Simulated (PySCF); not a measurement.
Work out the structure from these simulated measurements.

Formula: C4H4F4OSi.

- 13C NMR: chemical shifts (computed TMS as zero) by class: 164.0 (1 C), 157.8 (1 C), 141.8 (1 C), 131.9 (1 C) ppm [GIAO PBE0/pcSseg-1]
- 1H NMR: chemical shifts (computed TMS as zero) by class: 8.43 (1 H), 4.38 (3 H) ppm [GIAO PBE0/pcSseg-1]
- Dipole: 3.98 D [PBE0/pcSseg-1]
- Rotational structure: rotational constants A, B, C: 1.410, 0.959, 0.640 GHz [GFN2-xTB]
- NMR, other nuclei: isotropic shieldings of nuclei other than C and H, by class: -113 (1 O), 147 (1 F), 248 (3 F), 429 (1 Si) ppm [GIAO PBE0/pcSseg-1]

Electronic properties: PySCF, gas phase, density fitting. Levels stand in brackets. The structure is a single GFN2-xTB conformer in the gas phase; no vibrational or solvent corrections. NMR values are class means; diastereotopic atoms form classes of their own.

Task: Give a SMILES that accounts for the data.

Result: Numbering: `[O:1]=[C:2]([F:3])/[C:4](=[CH:5]/[SiH3:6])[C:7]([F:8])([F:9])[F:10]`. Its formula, C4H4F4OSi, gives 2 degrees of unsaturation: 0 rings and 2 π bonds in the structure found. 4 carbons fall into 4 classes; from least to most shielded: alkene CH carbon [C5] (164.0 ppm), acyl halide carbon [C2] (157.8 ppm), fully substituted alkene carbon [C4] (141.8 ppm), CF3 carbon [C7] (131.9 ppm). Hydrogen classes from least to most shielded: 1 H on an alkene CH carbon, C5 (8.43 ppm), 3 H on an SiH3 silicon, Si6 (4.38 ppm). The other shieldings belong to: -113 ppm, carbonyl oxygen [O1]; 147 ppm, acyl fluorine [F3]; 248 ppm, fluorine of a CF3 group [F8/F9/F10]; 429 ppm, SiH3 silicon [Si6]. The optimised geometry has point group C1 and is an asymmetric top. Structure: `O=C(F)/C(=C/[SiH3])C(F)(F)F`. Computed isomers that give other values at the same levels: `O=C/C(=C\C(F)(F)F)[SiH2]F` (13C chemical shifts (computed TMS as zero) by class: 202.2 (1 C), 157.4 (1 C), 153.3 (1 C), 130.7 (1 C) ppm). The assignments are read from this structure; whether some other isomer fits the data as well wasn't checked.

The values belong to the conformer `[O:1]=[C:2]([F:3])/[C:4](=[CH:5]/[SiH3:6])[C:7]([F:8])([F:9])[F:10]`: O1–C2–C4–C5 171°, C2–C4–C7–F8 73°.
